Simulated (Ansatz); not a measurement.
## Molecular dynamics of FH9O3Si4

Input:

```yaml
crystal:
  periodic: [false, false, false]
  atoms:
    - { symbol: Si, position_ang: [-0.069319, -0.09059, 0.50044] }
    - { symbol: F, position_ang: [0.24354, 0.077507, 2.086526] }
    - { symbol: O, position_ang: [1.306439, 0.18585, -0.404219] }
    - { symbol: Si, position_ang: [1.930738, -1.085769, -1.338099] }
    - { symbol: H, position_ang: [1.020338, -1.501281, -2.38719] }
    - { symbol: H, position_ang: [3.129876, -0.561621, -1.952609] }
    - { symbol: H, position_ang: [2.288558, -2.246206, -0.546306] }
    - { symbol: O, position_ang: [-1.255894, 1.041126, 0.181931] }
    - { symbol: Si, position_ang: [-1.848412, 1.213092, -1.396754] }
    - { symbol: H, position_ang: [-2.589934, 0.036913, -1.812369] }
    - { symbol: H, position_ang: [-2.737429, 2.351968, -1.386466] }
    - { symbol: H, position_ang: [-0.792026, 1.436113, -2.365217] }
    - { symbol: O, position_ang: [-0.51573, -1.655563, 0.112025] }
    - { symbol: Si, position_ang: [-1.695829, -2.503247, 0.97822] }
    - { symbol: H, position_ang: [-1.224944, -2.86678, 2.30149] }
    - { symbol: H, position_ang: [-2.914967, -1.730914, 1.130688] }
    - { symbol: H, position_ang: [-1.982605, -3.7053, 0.228908] }
basis:
  gaussian: { orbitals: STO-3G }
hamiltonian:
  xc: b3lyp
  dispersion: d4
md:
  timestep: 0.5
  n_steps: 150
  ensemble: nvt_langevin
  temperature: 300.0
  initial_velocities: maxwell_boltzmann
  seed: 625048
  friction: 0.001
  temperature_schedule:
    - { n_steps: 37, end_temperature: 300.0 }
    - { n_steps: 113, end_temperature: 75.0 }
```

Run as:

```bash
$ ansatz run input.yaml --threads 1 --pin off --max-ram 2048MiB --backend cpu --events-out ev --progress --plain --runs-dir out
```

It starts from a relaxed structure.

Output, in part (step lines, the closing report, with atoms numbered from 0):

```
md step     0: t =     0.00 fs  T =   282.4 K (target 300.0 K)  F+E_penalty+E_count = -40029.88345179 eV  E_kin = 0.620448 eV  (24 SCF iters)
md step    97: t =    48.50 fs  T =   169.9 K (target 181.5 K)  F+E_penalty+E_count = -40029.66387051 eV  E_kin = 0.373445 eV  (21 SCF iters)
md step    98: t =    49.00 fs  T =   170.6 K (target 179.5 K)  F+E_penalty+E_count = -40029.66055667 eV  E_kin = 0.374988 eV  (22 SCF iters)
md step    99: t =    49.50 fs  T =   168.6 K (target 177.5 K)  F+E_penalty+E_count = -40029.65905037 eV  E_kin = 0.370392 eV  (22 SCF iters)
md step   100: t =    50.00 fs  T =   169.2 K (target 175.6 K)  F+E_penalty+E_count = -40029.65570258 eV  E_kin = 0.371727 eV  (22 SCF iters)
md step   101: t =    50.50 fs  T =   163.8 K (target 173.6 K)  F+E_penalty+E_count = -40029.64747134 eV  E_kin = 0.359870 eV  (21 SCF iters)
md step   102: t =    51.00 fs  T =   156.6 K (target 171.6 K)  F+E_penalty+E_count = -40029.63310906 eV  E_kin = 0.344196 eV  (22 SCF iters)
md step   103: t =    51.50 fs  T =   147.0 K (target 169.6 K)  F+E_penalty+E_count = -40029.61378996 eV  E_kin = 0.322983 eV  (22 SCF iters)
[... lines left out ...]
md step   147: t =    73.50 fs  T =   133.8 K (target 82.0 K)  F+E_penalty+E_count = -40029.59574203 eV  E_kin = 0.294058 eV  (22 SCF iters)
md step   148: t =    74.00 fs  T =   137.5 K (target 80.0 K)  F+E_penalty+E_count = -40029.60457655 eV  E_kin = 0.302094 eV  (22 SCF iters)
md step   149: t =    74.50 fs  T =   144.0 K (target 78.0 K)  F+E_penalty+E_count = -40029.61553305 eV  E_kin = 0.316382 eV  (22 SCF iters)
md step   150: t =    75.00 fs  T =   148.0 K (target 76.0 K)  F+E_penalty+E_count = -40029.62462672 eV  E_kin = 0.325208 eV  (24 SCF iters)
Total energy: -40029.62487384 eV, -1471.0615810592 hartree
Atom 0 at     0.029964    -0.145780     0.512165 Å, force    -0.309764     0.064389    -0.367657 eV/Å
Atom 1 at     0.216349     0.128793     2.089148 Å, force     0.383955    -0.351968     0.640240 eV/Å
Atom 2 at     1.421090     0.244387    -0.331343 Å, force    -0.480864    -0.237384     0.588687 eV/Å
Atom 3 at     2.109989    -0.964001    -1.269096 Å, force     0.584600    -0.240740    -0.824989 eV/Å
Atom 4 at     1.320889    -1.296440    -2.444111 Å, force    -0.068905    -0.007841     0.169430 eV/Å
Atom 5 at     3.316428    -0.335366    -1.718708 Å, force     0.359332    -0.005393    -0.237423 eV/Å
Atom 6 at     2.490339    -2.191915    -0.602918 Å, force    -0.186764     0.002343     0.204172 eV/Å
Atom 7 at    -1.135351     0.970325     0.200511 Å, force    -1.220417     0.891737    -1.089162 eV/Å
Atom 8 at    -1.935408     1.125397    -1.308104 Å, force     0.165860    -0.896277     0.546973 eV/Å
Atom 9 at    -2.365854    -0.191765    -1.765719 Å, force    -0.005068     0.236087     0.040077 eV/Å
Atom 10 at    -3.112647     1.944132    -1.133626 Å, force     0.107294     0.114565     0.092682 eV/Å
Atom 11 at    -1.117846     1.639740    -2.377196 Å, force     0.236713     0.288501     0.008084 eV/Å
Atom 12 at    -0.454666    -1.703851     0.068237 Å, force    -0.166809     0.069169     0.542398 eV/Å
Atom 13 at    -1.954860    -2.315694     0.656656 Å, force     1.324633    -0.451907    -0.317977 eV/Å
Atom 14 at    -2.040082    -2.457121     2.084619 Å, force     0.183811     0.051489     0.331443 eV/Å
Atom 15 at    -3.041093    -1.511932     0.252141 Å, force    -0.793959     0.555757    -0.301506 eV/Å
Atom 16 at    -2.056790    -3.623184     0.059316 Å, force    -0.113648    -0.082527    -0.025474 eV/Å
Dipole moment:    -0.156607    -0.189132    -0.064294 e Å
```

The steps, from the saved trajectory:

| time (fs) | T (K) | potential energy less start (eV) |
| --- | --- | --- |
| 0 | 282 | 0.000 |
| 2.5 | 213 | 0.154 |
| 5 | 172 | 0.234 |
| 7.5 | 147 | 0.283 |
| 10 | 108 | 0.376 |
| 12.5 | 176 | 0.204 |
| 15 | 173 | 0.209 |
| 17.5 | 176 | 0.198 |
| 20 | 175 | 0.205 |
| 22.5 | 115 | 0.337 |
| 25 | 154 | 0.256 |
| 27.5 | 145 | 0.271 |
| 30 | 158 | 0.250 |
| 32.5 | 165 | 0.228 |
| 35 | 112 | 0.355 |
| 37.5 | 133 | 0.313 |
| 40 | 137 | 0.299 |
| 42.5 | 177 | 0.221 |
| 45 | 228 | 0.113 |
| 47.5 | 182 | 0.196 |
| 50 | 169 | 0.228 |
| 52.5 | 127 | 0.310 |
| 55 | 127 | 0.310 |
| 57.5 | 174 | 0.200 |
| 60 | 177 | 0.189 |
| 62.5 | 186 | 0.170 |
| 65 | 154 | 0.243 |
| 67.5 | 124 | 0.312 |
| 70 | 134 | 0.280 |
| 72.5 | 130 | 0.292 |
| 75 | 148 | 0.259 |

The run went to its last step. The schedule's set-point averaged 150 K over the second half and the system 158 K. A run of 0.075 ps of so small a system gives no equilibrium averages. Limits of this set-up: minimal basis.

The same pairs are bonded in the first frame and the last. Pairs count as bonded within 1.25 times the sum of covalent radii (0.12 Å more for H–H).

Last frame:

```xyz
17
Properties=species:S:1:pos:R:3
Si 0.030 -0.146 0.512
F 0.216 0.129 2.089
O 1.421 0.244 -0.331
Si 2.110 -0.964 -1.269
H 1.321 -1.296 -2.444
H 3.316 -0.335 -1.719
H 2.490 -2.192 -0.603
O -1.135 0.970 0.201
Si -1.935 1.125 -1.308
H -2.366 -0.192 -1.766
H -3.113 1.944 -1.134
H -1.118 1.640 -2.377
O -0.455 -1.704 0.068
Si -1.955 -2.316 0.657
H -2.040 -2.457 2.085
H -3.041 -1.512 0.252
H -2.057 -3.623 0.059
```

Time of the run: 14 min on 1 thread of Arm Neoverse V2 (shared host), peak memory 0.2 GiB.
